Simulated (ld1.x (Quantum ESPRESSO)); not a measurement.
**Configuration tests for Ni (Z = 28) (TM)**

```
Element                 : nickel
Generator               : ld1.x (Quantum ESPRESSO) 7.5
Type                    : norm-conserving Troullier–Martins (Kleinman–Bylander form)
Functional              : PBE
Relativity              : fully relativistic
Frozen core             : [Ne]
Valence charge          : 18
Reference configuration : 3s2 3p6 3d8 4s2 4p0
Partial waves           : 3s (bound): rc 0.95 bohr; 3p (bound): rc 0.95 bohr; 3d (bound): rc 1.35 bohr
Local potential         : the d channel
Core correction         : none
```

Open shells are filled in proportion to 2j + 1 (rel_dist='average').

Occupied shells without a wave of their own: 4s. They enter only through the test configuration that unscreens the potential.

Energies are relative to the spin-unpolarised reference configuration 3s2 3p6 3d8 4s2 4p0; without spin polarisation the order of configurations can differ from experiment. The d channel is local and has no spin–orbit splitting in the pseudo-atom. The frozen-core shift is the all-electron ΔE with the core orbitals held at their reference shape minus the fully relaxed ΔE.

Problem. Give the all-electron excitation energy and the error of the potential for: 3s2 3p6 3d8 4s1 4p0; 3s2 3p6 3d8 4s0 4p0; 3s2 3p6 3d7 4s0 4p0; 3s2 3p6 3d8 4s1.5 4p0; 3s2 3p6 3d8 4s0 4p2; 3s1 3p6 3d8 4s2 4p0; 3s2 3p6 3d9 4s0 4p0.

Solution.

| valence configuration | charge | ΔE all-electron (eV) | error AE − PS (meV) | frozen-core shift (meV) |
| --- | --- | --- | --- | --- |
| 3s2 3p6 3d8 4s1 4p0 | +1 | 9.323 | +51 | 0.0 |
| 3s2 3p6 3d8 4s0 4p0 | +2 | 26.674 | +95 | +0.1 |
| 3s2 3p6 3d7 4s0 4p0 | +3 | 64.140 | -87 | 0.0 |
| 3s2 3p6 3d8 4s1.5 4p0 | +0.5 | 3.718 | +24 | 0.0 |
| 3s2 3p6 3d8 4s0 4p2 | 0 | 9.501 | -191 | 0.0 |
| 3s1 3p6 3d8 4s2 4p0 | +1 | 119.393 | -31 | +3.2 |
| 3s2 3p6 3d9 4s0 4p0 | +1 | 6.318 | +149 | +0.3 |

Levels in the configuration 3s2 3p6 3d8 4s1 4p0:

```
   level  all-electron (eV)  pseudo (eV)
3s j=1/2           -120.138     -120.158
3p j=1/2            -81.972      -81.995
3p j=3/2            -79.768      -79.790
3d j=3/2            -18.068      -17.943
3d j=5/2            -17.827      -17.943
4s j=1/2            -13.183      -13.130
```
